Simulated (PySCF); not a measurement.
A structure optimised at B3LYP-D3(BJ)/def2-SVP, used in a PySCF frequency run:

```
Zr
O 1 1.9223
H 2 0.9590 1 170.76
O 1 1.9257 2 112.65 3 61.86
H 4 0.9582 2 143.46 3 11.17
O 1 1.9257 2 112.65 3 -61.86
H 6 0.9582 4 145.13 5 0.00
S 1 2.4964 2 104.51 3 180.00
H 8 1.3565 1 92.59 2 -180.00
```
Charge 0, spin multiplicity 1.

Question: Write its SMILES, formula and point group.

Answer: [OH][Zr]([OH])([OH])[SH], H₄O₃SZr, Cs

Question: What are its rotational constants (standard atomic weights)?

Answer: 2.7203, 1.6869, 1.6521 GHz
